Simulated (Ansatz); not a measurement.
F₂H₂HfS₂, SMILES `[F][Hf]([F])([SH])[SH]`. Charge 0, multiplicity 1. Hf: def2 effective core potential.

Cartesian coordinates in Å:
```
F 1.6145 1.1694 1.2083
Hf 0.5789 -0.1407 0.3203
F 1.3139 -1.8810 0.4114
S 0.3965 0.6345 -1.9826
S -1.6482 -0.3304 1.2906
H -0.3699 -0.4273 -2.3029
H -1.8859 0.9755 1.0550
```

List the harmonic frequencies (cm⁻¹, unscaled) at PBE0-D4/def2-TZVP in Ansatz. (An estimate is asked.)

The calculation gave: 88, 101, 110, 122, 138, 139, 203, 353, 357, 512, 513, 656, 661, 2682, 2682.

Is this a minimum?

Yes, all 15 modes are real.

Give the ideal-gas thermochemistry at 298.15 K and 1 bar (rigid rotor, harmonic oscillator; point group C2, symmetry number 2).

Zero-point energy 55.7 kJ/mol; H(298) − E = 81.9 kJ/mol; entropy 401.3 J/(mol·K), of which translation 179.2, rotation 115.5, vibration 106.6; G(298) − E = -37.8 kJ/mol. Modes under 100 cm⁻¹ are hindered rotations or soft bends, so the harmonic entropy is rough.
